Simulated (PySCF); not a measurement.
O2Zr, SMILES [O]=[Zr]=[O] (connectivity only; charge and spin as stated), charge -1, multiplicity 2.

The structure is a stationary point at PBE0-D3(BJ)/def2-TZVPD. The multiplicity is an assumed one; other spin states were not compared. The isomer is the one that the SMILES or the coordinates give; other isomers of the formula were not compared. The def2 effective core potentials stand for the cores of Zr; spin–orbit coupling is left out.

All values below come from PySCF 2.14.0 with PBE0-D3(BJ)/def2-TZVPD.

Frequencies are harmonic and unscaled.

```tsv
mode	ν (cm⁻¹)	IR (km/mol)	moving atoms (share of kinetic energy)
1	288	6.4	O 86 %, Zr 14 %
2	821	331.5	O 81 %, Zr 19 %
3	896	182.3	O 88 %, Zr 12 %
```
